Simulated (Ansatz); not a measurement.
Geometry optimisation, RKS BLYP-D4/def2-SVP in Ansatz 0.2.0.

Input:

```yaml
crystal:
  periodic: [false, false, false]
  atoms:
    - { symbol: F, position_ang: [-1.2744, -1.7961, 1.705] }
    - { symbol: Al, position_ang: [-1.3337, 0.0236, 1.4043] }
    - { symbol: B, position_ang: [-0.1362, 0.8409, -0.0555] }
    - { symbol: Si, position_ang: [1.1256, -0.307, -1.0878] }
    - { symbol: H, position_ang: [-2.2818, 0.9661, 2.25] }
    - { symbol: H, position_ang: [-2.66144, 0.04127, 2.1843] }
    - { symbol: H, position_ang: [1.8474, 0.4934, -2.0373] }
    - { symbol: H, position_ang: [0.2691, -1.2792, -1.8192] }
    - { symbol: H, position_ang: [1.977, -1.0082, -0.1409] }
basis:
  gaussian: { orbitals: def2-SVP }
hamiltonian:
  xc: blyp
  dispersion: d4
relax:
  f_tol: 0.02
  max_steps: 50
```

Run as:

```bash
$ ansatz run input.yaml --threads 2 --pin off --max-ram 3072MiB --backend cpu --events-out ev --progress --plain --runs-dir out
```

Problem. Where does it end, and by what steps?

Solution. The forces met the threshold. The force dipped under the threshold on the way, but the program's further checks kept it going. After 42 steps the energy has fallen by 6.129 eV; H6 moved furthest, 2.40 Å. Parted: Al2–H5 (1.58 → 2.52 Å), Al2–H6 (1.54 → 2.67 Å). Joined: B3–H5 (3.15 → 1.23 Å), B3–H6 (3.47 → 1.22 Å).

| step | energy less start (eV) | largest force component (eV/Å) | accepted |
| --- | --- | --- | --- |
| 0 | 0.0000 | 3.597 | yes |
| 2 | -1.5853 | 2.302 | yes |
| 4 | -2.1905 | 1.944 | yes |
| 6 | -2.4300 | 0.799 | yes |
| 8 | -2.5936 | 0.291 | yes |
| 10 | -2.6644 | 0.449 | yes |
| 12 | -2.7291 | 0.227 | yes |
| 14 | -2.7980 | 0.266 | yes |
| 16 | -3.0022 | 0.626 | yes |
| 18 | -3.6232 | 1.494 | yes |
| 20 | -5.2210 | 1.611 | yes |
| 22 | -5.9418 | 0.975 | yes |
| 24 | -6.0673 | 0.287 | yes |
| 26 | -6.0945 | 0.131 | yes |
| 28 | -6.1080 | 0.078 | yes |
| 30 | -6.1125 | 0.215 | yes |
| 32 | -6.1141 | 0.154 | no |
| 34 | -6.1202 | 0.016 | yes |
| 36 | -6.1240 | 0.110 | yes |
| 38 | -6.1276 | 0.133 | yes |
| 40 | -6.1291 | 0.024 | yes |
| 42 | -6.1293 | 0.016 | yes |

```xyz
9
Properties=species:S:1:pos:R:3
F -1.291 -2.381 2.762
Al -1.289 -1.033 1.766
B -0.804 0.592 0.569
Si 0.492 -0.210 -0.785
H -0.288 1.261 1.460
H -1.864 1.004 0.131
H 1.087 0.882 -1.637
H -0.158 -1.199 -1.718
H 1.648 -0.941 -0.146
```

The run took 56 s on 2 threads of Intel(R) Xeon(R) Platinum 8488C (Sapphire Rapids), with other jobs on the host, peak memory 0.17 GiB.
